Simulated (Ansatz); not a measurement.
Steps of a relaxation of B2ClH4NO (`BOB(N)Cl`) with RKS PBE0-D4/def2-TZVP.

```sh
$ ansatz run in.yaml --threads 2 --pin off --events-out ev --progress --plain --max-ram 4352MiB
```

```yaml
crystal:
  periodic: [false, false, false]
  atoms:
    - {symbol: B, position_ang: [0.257435, 1.786075, -0.582364]}
    - {symbol: O, position_ang: [0.561071, 0.566489, -0.061303]}
    - {symbol: B, position_ang: [-0.124541, -0.641039, -0.081223]}
    - {symbol: N, position_ang: [0.055754, -1.547177, 0.971218]}
    - {symbol: Cl, position_ang: [-1.194214, -1.062439, -1.447837]}
    - {symbol: H, position_ang: [-0.830851, 1.987796, -1.094495]}
    - {symbol: H, position_ang: [1.110481, 2.651113, -0.492781]}
    - {symbol: H, position_ang: [0.664162, -1.335952, 1.762085]}
    - {symbol: H, position_ang: [-0.410796, -2.451065, 1.009600]}
basis:
  gaussian: {orbitals: def2-TZVP}
hamiltonian: {xc: pbe0, dispersion: d4}
relax: {f_tol: 0.005, max_steps: 150}
```

Positions (Å) and forces (eV/Å) along the path, 16 of 34 steps:

```xyz
9
step=1 energy=-17474.4242 eV
B     0.257    1.786   -0.582   -0.030    0.004   -0.032
O     0.561    0.566   -0.061   -0.308   -0.132   -0.121
B    -0.125   -0.641   -0.081    0.150    0.121    0.187
N     0.056   -1.547    0.971   -0.001   -0.101    0.100
Cl   -1.194   -1.062   -1.448    0.186    0.070    0.258
H    -0.831    1.988   -1.094    0.426   -0.081    0.193
H     1.110    2.651   -0.493   -0.340   -0.336   -0.029
H     0.664   -1.336    1.762   -0.392   -0.127   -0.519
H    -0.411   -2.451    1.010    0.308    0.583   -0.037
9
step=2 energy=-17474.4537 eV
B     0.258    1.775   -0.584   -0.026    0.014    0.023
O     0.559    0.566   -0.054   -0.113   -0.074   -0.024
B    -0.127   -0.632   -0.073    0.073    0.061   -0.002
N     0.054   -1.539    0.967   -0.016   -0.022    0.011
Cl   -1.193   -1.050   -1.434    0.064    0.030    0.110
H    -0.815    1.970   -1.096    0.129   -0.032    0.039
H     1.094    2.634   -0.489   -0.091   -0.094   -0.022
H     0.658   -1.334    1.749   -0.087   -0.026   -0.126
H    -0.400   -2.437    0.996    0.067    0.142   -0.009
9
step=9 energy=-17474.4593 eV
B     0.262    1.773   -0.600   -0.013    0.004   -0.030
O     0.495    0.598    0.032   -0.018    0.028   -0.005
B    -0.166   -0.608   -0.028    0.003   -0.017    0.000
N     0.080   -1.557    0.956    0.001    0.028   -0.008
Cl   -1.295   -0.984   -1.344    0.001   -0.001    0.009
H    -0.691    1.908   -1.319    0.062   -0.017    0.053
H     1.045    2.658   -0.395   -0.030   -0.018   -0.009
H     0.717   -1.375    1.712   -0.010   -0.014   -0.008
H    -0.359   -2.460    0.968    0.004    0.007    0.000
9
step=10 energy=-17474.4594 eV
B     0.264    1.772   -0.603   -0.044    0.014    0.018
O     0.497    0.599    0.033    0.008    0.008   -0.015
B    -0.163   -0.607   -0.029   -0.024   -0.001    0.010
N     0.080   -1.557    0.956    0.005    0.022   -0.014
Cl   -1.297   -0.981   -1.341    0.008   -0.006    0.003
H    -0.689    1.903   -1.320    0.050   -0.012    0.018
H     1.040    2.661   -0.393   -0.005   -0.014   -0.019
H     0.717   -1.376    1.713    0.002   -0.008    0.000
H    -0.361   -2.458    0.967   -0.001   -0.005   -0.002
9
step=11 energy=-17474.4597 eV
B     0.264    1.773   -0.601   -0.004   -0.005   -0.002
O     0.489    0.603    0.042    0.001    0.013   -0.007
B    -0.170   -0.604   -0.024    0.005    0.001    0.005
N     0.081   -1.557    0.954   -0.001   -0.028    0.018
Cl   -1.305   -0.979   -1.335    0.004    0.010    0.002
H    -0.674    1.895   -1.335   -0.001    0.006   -0.006
H     1.037    2.663   -0.389   -0.003   -0.007    0.001
H     0.722   -1.380    1.708   -0.001    0.004   -0.006
H    -0.355   -2.460    0.963    0.000    0.006   -0.005
9
step=15 energy=-17474.4599 eV
B     0.266    1.772   -0.607    0.002   -0.011    0.000
O     0.469    0.615    0.066   -0.006    0.010   -0.006
B    -0.181   -0.596   -0.009   -0.001   -0.001    0.003
N     0.088   -1.562    0.952    0.002   -0.015    0.006
Cl   -1.334   -0.960   -1.308    0.000   -0.001    0.001
H    -0.631    1.875   -1.394    0.005    0.001    0.005
H     1.017    2.673   -0.367   -0.001    0.002    0.001
H     0.739   -1.395    1.700    0.003    0.013   -0.003
H    -0.344   -2.468    0.951   -0.005    0.002   -0.006
9
step=16 energy=-17474.4599 eV rejected
B     0.266    1.773   -0.607   -0.015   -0.005   -0.008
O     0.464    0.616    0.069    0.006   -0.009   -0.005
B    -0.182   -0.596   -0.009   -0.002    0.016    0.005
N     0.088   -1.562    0.952    0.002   -0.019    0.006
Cl   -1.334   -0.960   -1.309   -0.004   -0.002   -0.003
H    -0.630    1.875   -1.395    0.011    0.001    0.006
H     1.019    2.672   -0.369    0.001    0.003    0.003
H     0.740   -1.395    1.698    0.005    0.013    0.005
H    -0.343   -2.469    0.952   -0.003    0.001   -0.009
9
step=18 energy=-17474.4600 eV
B     0.267    1.772   -0.608    0.000    0.004   -0.002
O     0.462    0.616    0.069    0.005   -0.002    0.008
B    -0.185   -0.597   -0.007   -0.007   -0.007   -0.006
N     0.090   -1.564    0.951    0.001    0.012   -0.003
Cl   -1.341   -0.960   -1.303   -0.001    0.000    0.001
H    -0.621    1.875   -1.405   -0.002   -0.005   -0.001
H     1.015    2.674   -0.360    0.002    0.003    0.001
H     0.742   -1.393    1.697    0.000   -0.003    0.001
H    -0.341   -2.470    0.951    0.000   -0.002    0.001
9
step=19 energy=-17474.4600 eV
B     0.267    1.772   -0.608    0.001   -0.003    0.002
O     0.459    0.618    0.073    0.002    0.010   -0.003
B    -0.187   -0.595   -0.006   -0.001   -0.006    0.002
N     0.090   -1.564    0.950   -0.001    0.002   -0.003
Cl   -1.346   -0.956   -1.300   -0.001    0.000    0.000
H    -0.614    1.869   -1.413    0.000    0.000   -0.001
H     1.012    2.676   -0.358   -0.001   -0.002    0.001
H     0.745   -1.395    1.695    0.000   -0.001    0.001
H    -0.339   -2.471    0.949    0.001    0.000    0.001
9
step=20 energy=-17474.4600 eV
B     0.269    1.771   -0.610   -0.009   -0.002    0.008
O     0.454    0.620    0.079    0.001    0.016   -0.013
B    -0.190   -0.593   -0.003   -0.003   -0.007    0.009
N     0.092   -1.565    0.949   -0.001    0.006   -0.009
Cl   -1.355   -0.951   -1.292    0.001   -0.002    0.001
H    -0.602    1.863   -1.428    0.014   -0.001    0.007
H     1.006    2.679   -0.350   -0.003   -0.006   -0.005
H     0.749   -1.397    1.691    0.000   -0.003    0.001
H    -0.335   -2.473    0.946    0.001   -0.001    0.002
9
step=21 energy=-17474.4600 eV
B     0.269    1.771   -0.610   -0.003   -0.005   -0.013
O     0.445    0.625    0.089   -0.005    0.003   -0.012
B    -0.196   -0.591    0.002    0.006    0.005    0.011
N     0.095   -1.567    0.947   -0.004    0.008   -0.011
Cl   -1.365   -0.946   -1.284   -0.001   -0.001    0.000
H    -0.584    1.854   -1.447    0.015    0.004    0.015
H     1.001    2.682   -0.343   -0.010   -0.006    0.000
H     0.755   -1.399    1.686   -0.001   -0.008    0.006
H    -0.331   -2.475    0.943    0.004   -0.001    0.003
9
step=22 energy=-17474.4601 eV
B     0.269    1.771   -0.610   -0.005   -0.003   -0.003
O     0.448    0.623    0.085   -0.005    0.006   -0.007
B    -0.194   -0.592    0.001    0.007   -0.003    0.004
N     0.094   -1.566    0.948   -0.003    0.008   -0.008
Cl   -1.363   -0.948   -1.286   -0.002    0.000    0.001
H    -0.589    1.857   -1.442    0.011    0.001    0.009
H     1.002    2.681   -0.345   -0.004   -0.003   -0.001
H     0.754   -1.399    1.688   -0.001   -0.005    0.003
H    -0.332   -2.475    0.944    0.002    0.000    0.002
9
step=23 energy=-17474.4601 eV
B     0.269    1.771   -0.610   -0.004    0.000    0.000
O     0.448    0.623    0.084    0.000   -0.001   -0.005
B    -0.194   -0.592    0.000   -0.005    0.002    0.008
N     0.094   -1.566    0.948    0.002    0.007   -0.006
Cl   -1.364   -0.948   -1.285    0.001   -0.001   -0.002
H    -0.587    1.857   -1.443    0.005   -0.001    0.003
H     1.000    2.681   -0.343    0.000    0.000   -0.001
H     0.754   -1.399    1.688    0.000   -0.005    0.001
H    -0.332   -2.475    0.944    0.001   -0.001    0.001
9
step=25 energy=-17474.4601 eV
B     0.270    1.771   -0.612   -0.005    0.003    0.001
O     0.441    0.627    0.091   -0.002   -0.005   -0.001
B    -0.199   -0.590    0.005    0.005    0.005   -0.003
N     0.097   -1.567    0.946   -0.002   -0.005    0.004
Cl   -1.373   -0.944   -1.277   -0.001    0.001    0.000
H    -0.572    1.851   -1.460    0.004   -0.001    0.001
H     0.994    2.685   -0.336    0.000   -0.001   -0.002
H     0.759   -1.403    1.684    0.001    0.001    0.000
H    -0.328   -2.476    0.941    0.001    0.002   -0.001
9
step=32 energy=-17474.4601 eV
B     0.273    1.770   -0.615   -0.001   -0.002   -0.001
O     0.419    0.636    0.110    0.000    0.007   -0.002
B    -0.212   -0.584    0.016   -0.001   -0.008    0.000
N     0.103   -1.571    0.942    0.000    0.007   -0.003
Cl   -1.405   -0.929   -1.251    0.001    0.000    0.002
H    -0.521    1.829   -1.509    0.004   -0.001    0.005
H     0.972    2.695   -0.314   -0.001   -0.001   -0.001
H     0.775   -1.410    1.672   -0.001   -0.001   -0.001
H    -0.316   -2.482    0.932    0.000   -0.001    0.000
9
step=34 energy=-17474.4601 eV
B     0.274    1.770   -0.616    0.000   -0.003    0.001
O     0.413    0.639    0.116    0.000    0.003   -0.002
B    -0.215   -0.582    0.019   -0.001   -0.003   -0.001
N     0.104   -1.571    0.940   -0.001    0.002   -0.001
Cl   -1.412   -0.926   -1.245    0.001    0.001    0.001
H    -0.509    1.823   -1.520    0.000    0.001    0.000
H     0.967    2.697   -0.309   -0.001    0.000    0.000
H     0.778   -1.412    1.669    0.001   -0.001    0.001
H    -0.313   -2.484    0.929    0.001    0.000    0.000
```

Run time 2 min (2 threads of an Arm Neoverse V2 on a shared host); peak host memory 0.42 GiB.
